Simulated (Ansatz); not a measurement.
The cluster Ti₂H₄, relaxed as a singlet with RKS r2SCAN-D4/def2-TZVP in Ansatz, starting from the GFN2-xTB geometry. Force threshold 0.02 eV/Å.

The restricted singlet is unstable: a solution with broken spin symmetry lies lower. The relaxation made no stability test and no search for a lower SCF solution. At r2SCAN-D4/def2-TZVP a quintet of charge 0 lies 0.53 eV below the restricted singlet, each at its own geometry. The structure comes from a short search, and lower isomers may exist.

Start:

```xyz
6

Ti   -0.120    0.600    0.806
Ti   -0.445   -0.284   -1.811
H    -1.050    2.101    1.016
H    -0.858   -0.975    1.414
H     1.698    0.720    0.524
H     0.774   -2.161   -1.950
```

(1) Estimate the energy that the relaxation releases and the steps that it takes.

(2) Does the start keep its bonding?

(3) Predict the relaxed structure.

## Answers

(1) 3.73 eV, in 24 steps; 25 s on 4 threads of Intel Xeon Platinum 8488C on a shared host. No frequencies were taken in this run, so the end may be a saddle point.

(2) Bonds formed: Ti1–H6, Ti2–H3, Ti2–H5 (atoms count from 1).

(3) 
```xyz
6

Ti   -0.108    0.007    0.794
Ti   -0.056    0.416   -1.283
H    -0.787    1.560   -0.050
H    -0.864   -1.510    1.288
H     1.420    0.685   -0.208
H     0.394   -1.159   -0.542
```
Bond lengths (bridged metal pairs left out): 7 × H–Ti 1.77 to 1.95 Å.
